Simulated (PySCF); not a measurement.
Gas-phase reaction: 2 C₂HF₅ → CH₂FCF₃ + C₂F₅ + F

Energies from PySCF, thermal terms from the rigid-rotor harmonic-oscillator model, ideal gas at 1 bar. † marks an energy on the PBE0/def2-TZVP geometry and frequencies; other levels use their own. 6-31G* has spherical d functions here. Open shells (unrestricted): C₂F₅ (multiplicity 2), F (multiplicity 2, electronic degeneracy 6); the rest are closed-shell singlets. Spin-orbit splitting is ignored; it lowers the true energy and changes the entropy of F. B3LYP is the form with VWN-RPA correlation. C₂F₅: computed as isolated molecules; such fragments, hydroxides, amides, oligomers or adducts are transient or little studied in the gas. The harmonic model lacks anharmonicity and excited electronic states, which grow with temperature; levels with a mode under 35 cm⁻¹ are left out. Internal rotation in C₂HF₅, CH₂FCF₃, C₂F₅ is treated as a harmonic vibration of one conformer, which makes the entropy rough.

```json
[
 {"level": "B3LYP/6-31G*", "ΔE electronic, kJ": "502", "ΔH°(298 K), kJ": "492", "ΔS°(298 K), J/K": "150", "ΔG°(1400 K), kJ": "277"},
 {"level": "HF/def2-TZVP†", "ΔE electronic, kJ": "330", "ΔH°(298 K), kJ": "321", "ΔS°(298 K), J/K": "151", "ΔG°(1400 K), kJ": "105"},
 {"level": "PBE/def2-SVP", "ΔE electronic, kJ": "530", "ΔH°(298 K), kJ": "520", "ΔS°(298 K), J/K": "150", "ΔG°(1400 K), kJ": "306"},
 {"level": "PBE0/def2-QZVP†", "ΔE electronic, kJ": "489", "ΔH°(298 K), kJ": "479", "ΔS°(298 K), J/K": "151", "ΔG°(1400 K), kJ": "263"},
 {"level": "PBE0/def2-SVP†", "ΔE electronic, kJ": "504", "ΔH°(298 K), kJ": "495", "ΔS°(298 K), J/K": "151", "ΔG°(1400 K), kJ": "279"},
 {"level": "r2SCAN/def2-TZVP†", "ΔE electronic, kJ": "490", "ΔH°(298 K), kJ": "481", "ΔS°(298 K), J/K": "151", "ΔG°(1400 K), kJ": "265"}
]
```
ΔH° is lowest at HF/def2-TZVP† and highest at PBE/def2-SVP. No reference value is set beside these.
